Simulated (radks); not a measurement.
Values are calculated unless marked as measured or tabulated.
Question: The mean radii <r> (bohr) of the occupied orbitals of an atom or ion are listed with their occupations. Code: a radial shooting solver on a logarithmic mesh with Libxc functionals. Model: scalar-relativistic Kohn-Sham, BLYP, spin-polarised, spherical densities, finite nucleus; Fermi nuclear charge, rms radius of each element as measured or else 0.836 A^(1/3) + 0.57 fm.

| orbital | occ. | <r> |
|---|---|---|
| 1s | 2 | 0.02308 |
| 2s | 2 | 0.09404 |

Name the element and its charge. Open shells, if any, are filled with parallel spins first.

Answer: Z = 61, promethium, charge +57: Pm57+ in [He] 2s2. The 1s radius gives Z: for a bare nucleus <r> = (2 gamma + 1)/(2Z) with gamma = sqrt(1 - (Z/c)^2), 0.02288 bohr for Z = 61, and screening makes it slightly larger (0.02308 here). The occupations add up to 4, and the charge is Z minus that.
